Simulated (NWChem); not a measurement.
GeNH₄O₂F; SMILES [NH2][Ge]([OH])([OH])[F]

```xyz
9

N     -0.9154    -1.3983     0.6828
Ge    -0.0184     0.0045     0.0052
O      0.6725     1.0911     1.1978
O     -0.9850     1.0243    -1.0390
F      1.2900    -0.7043    -0.8863
H     -1.8996    -1.2353     0.8734
H     -0.8016    -2.2532     0.1454
H      1.2115     0.6323     1.8517
H     -0.6246     1.9162    -1.1091
```
Atoms are numbered in this order, from 1.

Results from NWChem. Pople sets run with spherical d functions. Coordinates come from a PBE0/def2-SVP optimisation. Total energies compare along this basis series because the functional is fixed.

| level | basis functions | energy (Ha) | highest occupied level (eV) | orbital gap (eV) | dipole (D) |
|---|---|---|---|---|---|
| TPSS/STO-3G | 42 | -2356.2583 | -1.36 | 5.64 | 0.27 |
| TPSS/3-21G | 66 | -2372.8170 | -5.95 | 5.77 | 1.37 |
| TPSS/6-31G* | 96 | -2384.2416 | -6.53 | 5.91 | 1.49 |
| TPSS/6-311G** | 140 | -2384.6098 | … | 5.89 | … |

**Question.** What belongs in the gaps?

**Answer.** 
- TPSS/6-311G**, highest occupied level (eV): -6.75
- TPSS/6-311G**, dipole (D): 1.64
